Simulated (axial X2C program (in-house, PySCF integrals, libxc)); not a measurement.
**Curves of HPrH⁺ from open-shell CI on f1 s0 d(πδ)1**

Calculated with an axial X2C code built on PySCF integrals: two-component X2C with atomic mean-field Coulomb and Gaunt terms, basis H dyall-v3z, Pr dyall-v3z (cores contracted in-house). Orbitals come from Hartree–Fock averaged over the configuration Pr f1 s0 d(πδ)1; CI then distributes these electrons over the f, s, d(πδ) shells of Pr.

Scan along the symmetric stretch (R is each bond); masses H 1.008 u, Pr 140.908 u, H 1.008 u. Energies in cm⁻¹ from the lowest point; levels are followed by energy order within each Ω. Lowest level at 1.956 Å: 100% f2.

```csv
R (Å),(1)Ω=2,(1)Ω=3,(1)Ω=1,(1)Ω=4,(2)Ω=2,(2)Ω=4,(2)Ω=3,(1)Ω=5,(1)Ω=0
1.819,9416,10019,11613,9545,12656,11383,11286,11748,10782
1.888,5448,6053,7598,7684,8678,8328,9684,10500,9564
1.956,2703,3308,4804,4949,5917,7375,6934,9021,9183
2.034,795,1398,2841,3051,3989,4906,5015,6561,6899
2.112,0,597,1996,2265,3178,3740,4211,5401,5745
2.200,193,785,2141,2468,3359,3691,4397,5356,5662
2.308,1696,2280,3603,3987,4860,5114,5902,6783,6986
```

(1) Fit the curves (1)Ω=2, (1)Ω=3, (1)Ω=1, (2)Ω=2 near their minima.

The 9 lowest curves are shown; the next is (3)Ω=3, from 6099 cm⁻¹.

Dynamic correlation is missing, so gaps between terms are too wide and other configurations may lie lower; the lowest level listed is that of this model, not necessarily the ground state. The lowest levels belong to f2, not to the averaged configuration, so orbitals and distance suit them less well. At most 6 roots were kept for each Ω > 0 (twice that for Ω = 0) within 2.2 eV of the lowest, so higher up levels can be missing between those listed; levels with Ω > 0 are doubly degenerate and listed once, Ω = 0 levels singly. Some active spinors are only partly of the character that their shell is named for, so the shell names and counts are nominal. States that fill the shells left empty in the average are placed too high. The molecule was held linear; bending was not examined.

## Answers

(1) From the open-shell CI curves, Te from the lowest:

| level | Te (cm⁻¹) | Re (Å) | ωe (cm⁻¹) |
| --- | --- | --- | --- |
| (1)Ω=2 | 0 | 2.139 | 1532.9 |
| (1)Ω=3 | 596 | 2.140 | 1531.6 |
| (1)Ω=1 | 1979 | 2.143 | 1532.9 |
| (2)Ω=2 | 3173 | 2.140 | 1536.7 |

Without dynamic correlation distances can be off by several hundredths of an Å (long for ionic bonds, short for multiple bonds) and the wavenumbers are rough.
